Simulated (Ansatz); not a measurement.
Species: dihydroxy(dimethoxy)silane, C₂H₈O₄Si, charge 0, multiplicity 1. 
Coordinates optimised at B3LYP-D3(BJ)/def2-TZVP (Ansatz, an electronic-structure program):
SMILES: CO[Si](O)(O)OC
```xyz
15

C     -2.3016    -0.8229     0.2347
O     -1.0292    -0.5852     0.8233
Si     0.1151     0.3793     0.1794
O     -0.6110     1.7925    -0.2077
O      1.3068     0.5012     1.2925
O      0.7949    -0.1870    -1.1885
C      1.6514    -1.3206    -1.2484
H     -2.1991    -1.3419    -0.7222
H     -2.8741    -1.4513     0.9162
H     -2.8390     0.1139     0.0729
H     -0.1642     2.3601    -0.8401
H      1.0464     0.5478     2.2154
H      1.1152    -2.2312    -0.9677
H      2.0026    -1.4214    -2.2749
H      2.5103    -1.1975    -0.5854
```
Charge 0, spin multiplicity 1.

Property: atomisation energy (electronic, to ground-state atoms), in eV. Cores are frozen in the correlated levels unless marked. UHF or UKS for open shells. No spin-orbit coupling. Non-relativistic. The coupled-cluster limit lacks core correlation, which all-electron functionals hold. CBS marks a two-point X^-3 extrapolation of the correlation energy; Hartree-Fock from the larger set.

| level | program | atomisation energy (eV) |
|---|---|---|
| HF/cc-pV(T+d)Z | Ansatz | 45.43 |
| HF/aug-cc-pV(Q+d)Z | Ansatz | 45.62 |
| revPBE/def2-TZVPD | Ansatz | 61.36 |
| r2SCAN/def2-TZVPD | Ansatz | 63.20 |
| B3LYP/def2-TZVPD | Ansatz | 62.48 |
| PBE0/def2-TZVPD | Ansatz | 62.52 |
| LC-wPBE-D4/def2-TZVPD | Ansatz + dftd4 | 63.28 |

Problem. What does CCSD(T)/CBS(cc-pV(T+d)Z,cc-pV(Q+d)Z) (Ansatz) give?

Solution. 63.59 eV
